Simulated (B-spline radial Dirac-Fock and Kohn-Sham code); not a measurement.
# The Lℓ (L3-M1) line from Er to Os

The computed values come from a B-spline atomic structure program: multi-electron Dirac-Fock with separately optimised hole states, Breit and Lamb-shift corrections added in first order. Free neutral atoms. Correlation and solid-state effects are left out.

```tsv
Z	element	energy (eV)	wavelength (Å)
68	Er	6134.4	2.0211
69	Tm	6335.9	1.9569
70	Yb	6540.2	1.8957
71	Lu	6746.2	1.8378
72	Hf	6954.7	1.7827
73	Ta	7165.9	1.7302
74	W	7379.7	1.6801
75	Re	7595.9	1.6322
76	Os	7814.7	1.5865
```

Q: How well does Moseley's law, √E linear in Z, describe these energies?

A: A straight-line fit gives √(E/eV) = 1.2594·(Z − 5.79). The slope squared is 0.1166 Ry, against 0.1389 Ry for a hydrogen-like ion. The residuals, fit less computed, are Er +3.3, Tm +0.8, Yb -1.4, Lu -2.1, Hf -2.2, Ta -1.8, W -0.8, Re +0.9, Os +3.3 eV.
